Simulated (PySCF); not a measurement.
# Dipole response of Rh(3+) (rhodium, charge +3)

[Kr] 4d6, high-spin 5D determinant. All numbers are calculated (PySCF 2.14, scalar relativity through the core potential, in aug-cc-pwCVTZ-PP with ECP28MDF (8s8p7d4f3g, 122 functions)). Coupled (time-dependent) response in atomic units; α is the mean over directions.

```tsv
method	mean α (bohr³)	α xx, yy, zz	C₆ (like pair)	S(−4)
PBE0	4.713	4.858, 4.858, 4.424	21.41	4.539
```

S(−4) is the Cauchy moment in α(ω) = α(0) + S(−4) ω² + …

Spin-orbit coupling is absent.

α(iu) at PBE0:

```json
{"u (hartree)": "0", "α(iu) (bohr³)": "4.713"}
{"u (hartree)": "0.0500", "α(iu) (bohr³)": "4.702"}
{"u (hartree)": "0.100", "α(iu) (bohr³)": "4.669"}
{"u (hartree)": "0.200", "α(iu) (bohr³)": "4.543"}
{"u (hartree)": "0.300", "α(iu) (bohr³)": "4.358"}
{"u (hartree)": "0.500", "α(iu) (bohr³)": "3.901"}
{"u (hartree)": "0.750", "α(iu) (bohr³)": "3.323"}
{"u (hartree)": "1.00", "α(iu) (bohr³)": "2.818"}
{"u (hartree)": "1.50", "α(iu) (bohr³)": "2.050"}
{"u (hartree)": "2.00", "α(iu) (bohr³)": "1.527"}
{"u (hartree)": "3.00", "α(iu) (bohr³)": "0.9111"}
{"u (hartree)": "5.00", "α(iu) (bohr³)": "0.4104"}
```

For an ion, C₆ is the dispersion term alone; charge-induced terms of lower order in 1/R come first.

The components differ because the open shell of this determinant is not spherical; for a pure term their mean is the scalar polarisability.

Energies and moments cover only the electrons outside the core potential.
